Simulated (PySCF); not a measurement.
Electric field gradients and quadrupole coupling constants

Compound: C₃H₉NSi₂.
Atom-mapped SMILES: `[N:1]#[C:2][CH2:3][CH:4]([SiH3:5])[SiH3:6]` (hydrogens: H7, H8 on C3; H9 on C4; H10, H11, H12 on Si5; H13, H14, H15 on Si6)

Structure used (GFN2-xTB), in Å, numbered top down from 1:
```xyz
15
C3H9NSi2 angstrom
N      3.2334    0.4552   -0.8790
C      2.1472    0.1104   -0.9786
C      0.7867   -0.3485   -1.0620
C      0.0864   -0.2579    0.3042
Si    -1.5567   -1.2274    0.2630
Si    -0.1099    1.5613    0.8532
H      0.8104   -1.3830   -1.4237
H      0.2585    0.2561   -1.8050
H      0.7329   -0.7519    1.0383
H     -2.4563   -0.6132   -0.7152
H     -2.1551   -1.2226    1.5949
H     -1.2729   -2.6039   -0.1582
H     -0.9736    2.2368   -0.1202
H     -0.7302    1.5792    2.1771
H      1.1949    2.2175    0.8893
```

Field gradients from the PBE0/pcSseg-1 density (PySCF, non-relativistic), principal values in atomic units, ordered |Vxx| ≤ |Vyy| ≤ |Vzz|:

```json
{"atom": "N1", "Vxx": "0.4743", "Vyy": "0.4900", "Vzz": "-0.9643"}
```

**Question.** Find the asymmetry η = (Vxx − Vyy)/Vzz and the couplings χ = eQV/h (234.96 MHz × Q in barn × V in au), with Q(14N) = 0.02044 b.

**Answer.** 
```
atom       environment  nucleus     η  χzz (MHz)  χxx (MHz)  χyy (MHz)
  N1  nitrile nitrogen      14N  0.02     -4.631      2.278      2.353
```

The gradient is axial or nearly so (η below 0.05) at N1. The tensor is traceless: Vxx + Vyy + Vzz = 0.

**Question.** What is Vzz at N1 in SI units (1 au = 9.71736 × 10²¹ V/m²)?

**Answer.** -0.9643 au = -9.370 × 10²¹ V/m².

Were the hydrogens deuterons (Q(2H) = 0.00286 b), χzz would run from 107 kHz (H12 and H13) to 203 kHz (H9).

One conformer (not necessarily the lowest) at the GFN2-xTB geometry, without solvent, vibrations or thermal averaging. GFN2-xTB bond lengths can be off by several hundredths of an ångström, more for odd bonds, and the gradients follow them. The basis is small and wasn't made for field gradients, so the couplings can be 20 % off.

The run behind these numbers computed NMR shieldings as well. The run took 20 s of wall time (with the writing of density and orbital grids) on Intel Xeon 6975P-C, one thread, shared host with 192 logical CPUs at a one-minute load of 88, and the process peaked at 0.74 GiB of memory.
